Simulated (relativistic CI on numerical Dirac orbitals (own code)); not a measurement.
## Gd⁵⁵⁺: sensitivity of the levels to the model

Base calculation: Dirac-Coulomb-Breit CI, orbitals from a KLI potential per configuration, a model potential for QED, unscaled Slater integrals.

Configurations in the expansion (outside the closed core 1s2): 2s²2p⁵, 2s2p⁶, 2p⁶3s, 2p⁶3p, 2p⁶3d, 2s²2p⁴3s, 2s²2p⁴3p, 2s²2p⁴3d, 2s2p⁵3s, 2s2p⁵3p, 2s2p⁵3d, 2s²2p⁴4s, 2s²2p⁴4p, 2s²2p⁴4d, 2s²2p⁴4f, 2s2p⁵4s. Levels of other configurations are missing.

Variants: (1) non-relativistic limit. Shifts of the energy above 2s²2p⁵ ²P°3/2, in eV, for the lowest level and the first level of each name with at least 55 % of one term (blank where a level changes its place among those of its configuration and J or its character, or is not in the variant):

| Level | Base | Δ(1) |
| --- | --- | --- |
| 2s²2p⁵ ²P°3/2 | 0.00 | 0.00 |
| 2s²2p⁵ ²P°1/2 | 717.20 | -717.20 |
| 2s2p⁶ ²S1/2 | 1103.77 | -775.27 |
| 2s²2p⁴3s ⁴P5/2 | 6235.04 | +191.95 |
| 2s²2p⁴3s ²P3/2 | 6244.26 |  |
| 2s²2p⁴3s ²S1/2 | 6287.46 |  |
| 2s²2p⁴3p ²P°1/2 | 6393.96 |  |
| 2s²2p⁴3p ⁴D°7/2 | 6543.41 | -20.89 |
| 2s²2p⁴3d ⁴F9/2 | 6713.87 | -71.74 |
| 2s²2p⁴3d ²D3/2 | 6716.34 |  |
| 2s²2p⁴3d ²P1/2 | 6725.62 |  |
| 2s²2p⁴3s ⁴P3/2 | 6953.64 |  |
| 2s²2p⁴3s ²P1/2 | 6961.74 | -519.94 |
| 2s²2p⁴3s ²D5/2 | 6973.32 | -506.84 |

At this charge energies of transitions that change n are usually good to better than 1 %, and those within a shell (Δn = 0) to a few per cent.

Ionisation energy from the two ground configurations alone: base 11550.9 eV. The NIST ASD value (theoretical) is 11552 eV.

LS names give the leading component of a level, which can be under half, so a name can repeat, a term be missing and a line seem to break the LS rules.
